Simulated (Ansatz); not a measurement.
System: CH$_{8}$NSi, net charge 1, singlet state. SMILES: [SiH3][NH2+]C

Atoms: C1, N2, Si3, H4, H5, H6, H7, H8, H9, H10, H11. Bonds: C1-N2, C1-H4, C1-H5, C1-H6, N2-Si3, N2-H7, N2-H8, Si3-H9, Si3-H10, Si3-H11.

Bond lengths (Å) and angles (degrees) optimised at B3LYP/LANL2DZ with Ansatz (a program for electronic structure); B3LYP/6-31G* with Ansatz; MP2/6-31G* with Ansatz, each started from the B3LYP-D3(BJ)/def2-TZVP structure (Ansatz) of the last column. A row stands for all coordinates that are equal there; 8 of 17 kinds are shown. 6-31G* holds six Cartesian d functions. No wavenumbers were computed at B3LYP/LANL2DZ, MP2/6-31G*, so these may be saddle points.

```
coordinate  B3LYP/LANL2DZ  B3LYP/6-31G*  MP2/6-31G*  B3LYP-D3(BJ)/def2-TZVP
----------  -------------  ------------  ----------  ----------------------
C1-N2               1.535         1.515       1.510                   1.509
C1-H4               1.092         1.091       1.089                   1.087
N2-Si3              1.921         1.912       1.907                   1.888
N2-H7               1.030         1.027       1.029                   1.023
Si3-H9              1.471         1.472       1.470                   1.468
C1-N2-Si3           113.9         115.1       114.4                   114.4
N2-C1-H4            108.9         108.6       108.5                   108.6
N2-C1-H6            109.4         109.3       109.4                   109.4
```

Mean signed difference of all 10 bond lengths from B3LYP-D3(BJ)/def2-TZVP: B3LYP/LANL2DZ 0.010 Å, B3LYP/6-31G* 0.006 Å, MP2/6-31G* 0.004 Å.
